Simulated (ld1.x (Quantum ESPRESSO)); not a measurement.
## Configuration tests for Ga (Z = 31) (PAW)

| Item | Value |
| --- | --- |
| Element | gallium (Ga) |
| Generator | ld1.x (Quantum ESPRESSO) 7.5 |
| Type | PAW |
| Functional | PBE |
| Relativity | non-relativistic |
| Frozen core | [Ne] |
| Valence charge | 21 |
| Reference configuration | 3s2 3p6 3d10 4s2 4p1 |
| Partial waves | 3s (bound): rcut 0.90, rcutus 1.05 bohr; 4s (bound): rcut 0.90, rcutus 1.05 bohr; 3p (bound): rcut 1.25, rcutus 1.50 bohr; 4p (bound): rcut 1.25, rcutus 1.50 bohr; 3d (bound): rcut 1.15, rcutus 1.45 bohr; 3d channel at -0.75 Ry: rcut 1.15, rcutus 1.45 bohr |
| Local potential | all-electron potential smoothed inside 0.80 bohr (lloc = -1) |
| Core correction | Bessel-smoothed model core inside 1.10 bohr |
| Augmentation charge | PSQ, inside the norm-conserving radii |

Energies are relative to the spin-unpolarised reference configuration 3s2 3p6 3d10 4s2 4p1; without spin polarisation the order of configurations can differ from experiment. The frozen-core shift is the all-electron ΔE with the core orbitals held at their reference shape minus the fully relaxed ΔE.

```tsv
valence configuration	charge	ΔE all-electron (eV)	error AE − PS (meV)	frozen-core shift (meV)
3s2 3p6 3d10 4s2 4p0	+1	5.722	+0.1	0.0
3s2 3p6 3d10 4s0 4p0	+3	57.237	-2.1	+0.1
3s1 3p6 3d10 4s2 4p1	+1	152.880	-37	+2.6
3s2 3p6 3d10 4s2 4p1.3	-0.3	-0.544	0.0	0.0
3s2 3p6 3d10 4s0 4p3	0	12.760	0.0	-0.1
```

**Question.** What are ΔE and the potential's error for 3s2 3p6 3d10 4s1 4p0?

**Answer.** ΔE = 26.484 eV all-electron; the error (AE − PS) is -0.4 meV.

**Question.** What are ΔE and the potential's error for 3s2 3p6 3d10 4s1 4p2?

**Answer.** ΔE = 6.246 eV all-electron; the error (AE − PS) is 0.0 meV.

Levels in the configuration 3s2 3p6 3d10 4s0 4p3:

| level | all-electron (eV) | pseudo (eV) |
| --- | --- | --- |
| 3s | -146.844 | -146.833 |
| 3p | -101.268 | -101.258 |
| 3d | -23.210 | -23.200 |
| 4p | -4.003 | -4.003 |

A variational frozen-core shift is positive and of second order in the change. This column holds negative values, so the frozen-core run of ld1.x carries numerical noise or an error of first order here, and the column gives no more than the rough size of the effect.
